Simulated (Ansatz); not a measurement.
Total energies of CH₇NSSi, SMILES `NCS[SiH3]`.

Cartesian coordinates in Å:
```
N -0.0320 -2.2173 0.2726
C -0.1547 -0.8098 0.5408
S 1.2703 0.0417 -0.2363
Si 0.3913 1.9479 -0.5619
H -0.6653 -2.7547 0.8500
H -0.2201 -2.4249 -0.6993
H -0.1029 -0.6497 1.6187
H -1.0750 -0.3395 0.1671
H -0.8458 1.8240 -1.3806
H 1.4075 2.7538 -1.2814
H 0.0267 2.6284 0.7104
```

Charge 0, multiplicity 1. The structure was optimised at the PBE0-D4/def2-TZVP level. It is one conformer, not always the lowest. Basis def2-TZVPP, Ansatz.

RPA on PBE orbitals: Hartree–Fock energy of these orbitals -782.87404 Eh, correlation -1.19880 Eh (frozen core).

| functional | energy without D4 (Eh) | D4 term (kJ/mol) |
| --- | --- | --- |
| PBE | -784.37104 | -22.4 |
| PBE0 | -784.44590 | -18.9 |
| B3LYP | -784.86672 | -36.3 |
| r2SCAN0 | -784.69198 | -6.4 |
| HSE06 (plane-wave form) | -784.42623 | -17.6 |
| BHLYP | -784.75902 | -27.8 |
| LC-ωPBE | -784.56186 | – |
| ωB97X-V | -784.68761 | – |
| B2PLYP | -784.48751 | – |
| PBE-QIDH | -784.26316 | – |

Problem. Give the same for LDA (SPW92), revPBE, BLYP, r2SCAN, B97M-V, r2SCANh, CAM-B3LYP, ωB97M-V. (Estimate.)

Solution. Ansatz gave: 
```tsv
functional	energy without D4 (Eh)	D4 term (kJ/mol)
LDA (SPW92)	-781.43215	–
revPBE	-784.65800	-69.2
BLYP	-784.76538	-49.6
r2SCAN	-784.70962	-5.5
B97M-V	-784.63658	–
r2SCANh	-784.70216	-5.8
CAM-B3LYP	-784.78770	-19.2
ωB97M-V	-784.72379	–
```

B3LYP takes the VWN-RPA correlation (the form of Gaussian; ORCA's B3LYP/G). HSE06 is the plane-wave form, built on full-range PBE exchange. The double hybrids freeze the cores in their second-order part.

LC-ωPBE has ω = 0.4 bohr⁻¹.
